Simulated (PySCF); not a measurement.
# How methods differ on the excitation energy of Cd

Cd [Kr] 4d10 5s2 (1S) → Cd [Kr] 4d10 5s1 5p1, s spin flipped, as a difference of total energies. Calculation: PySCF 2.14, in def2-TZVPPD with the def2 core potential (28 electrons) (6s4p3d2f1g, 56 functions); a scalar-relativistic core potential. Correlated levels: valence: 4s2 4p6 frozen. The calculations carry no spin-orbit coupling.

| method | excitation energy (eV) |
| --- | --- |
| UHF | 3.940 |
| MP2 (valence) | 4.664 |
| SCS-MP2 (valence) | 4.637 |

Q: How much does correlation contribute at MP2 (valence)?

A: 4.664 − (3.940) = 0.724 eV, measured against UHF.

The upper determinant mixes two multiplicities, so it lies between the two terms.

The coupled-cluster amplitudes are large for the upper state (T1 above 0.03 or a double amplitude above 0.15), so a single reference is strained.
